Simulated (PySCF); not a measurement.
CH6BN, SMILES BNC.

Coordinates come from a B3LYP-D3(BJ)/def2-TZVP optimisation.

These are PBE/def2-TZVPD run with PySCF values and carry that method's errors.

Isolated molecule, no solvent.

Computed frontier levels, gap, dipole moment and polarisability:
```yaml
highest_occupied_level: -6.63 eV
lowest_empty_level: -0.74 eV
orbital_gap: 5.89 eV
dipole_moment: 2.14 D
quadrupole, principal values (traceless, Buckingham form, about the centre of nuclear charge): -2.53, 0.03, 2.50 D·Å
mean_static_polarisability: 40.7 bohr³ (6.04 Å³)
polarisability_principal_values: 32.5, 38.4, 51.3 bohr³
```
